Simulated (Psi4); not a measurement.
## How methods differ on BNH3Cl3 (SMILES [NH3+][B-](Cl)(Cl)Cl)

BNH3Cl3 has 8 atoms, charge 0, and is taken as a singlet. SMILES: `[NH3+][B-](Cl)(Cl)Cl`. The shape was relaxed beforehand at PBE0/def2-TZVP.

Quantity: the dipole moment, in D. The values are calculated.

| level | kind | program | value (D) | CPU time |
| --- | --- | --- | --- | --- |
| PBE-D4/def2-TZVPP (density fitting) | GGA | Psi4 | 5.98 | 48 s |
| r2SCAN-D4/def2-TZVPP (density fitting) | meta-GGA | Psi4 | 6.15 | 2.5 min |
| B3LYP-D4/def2-TZVPP (density fitting) | global hybrid | Psi4 | 6.10 | 43 s |
| PBE0-D4/def2-TZVPP (density fitting) | global hybrid | Psi4 | 6.14 | 45 s |
| wB97M-V/def2-TZVPP (density fitting) | range-separated hybrid | Psi4 | 6.15 | 3.1 min |

The values span 5.98 to 6.15 D. Magnitudes only. CPU times are rough (shared hosts, several kinds of processor): they show what a rung costs within a factor of a few.
